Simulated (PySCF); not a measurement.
CaF2, SMILES [Ca]([F])[F].

Geometry: PBE0-D3(BJ)/def2-TZVP. The isomer is the one that the SMILES or the coordinates give; other isomers of the formula were not compared.

All values below come from PBE/def2-TZVPD (PySCF).

Gas-phase values at a fixed geometry.

The total energy is -877.11427 hartree, the point group comes out as C2v and the highest occupied level is -7.08 eV. The lowest empty level is -2.34 eV, the orbital gap comes out as 4.74 eV and the dipole moment comes out as 4.09 D. The quadrupole, principal values (traceless, Buckingham form, about the centre of nuclear charge) is -23.82, 11.90, 11.92 D·Å and the mean static polarisability is 25.7 bohr³ (3.80 Å³). The polarisability, principal values is 20.9, 21.5, 34.6 bohr³.
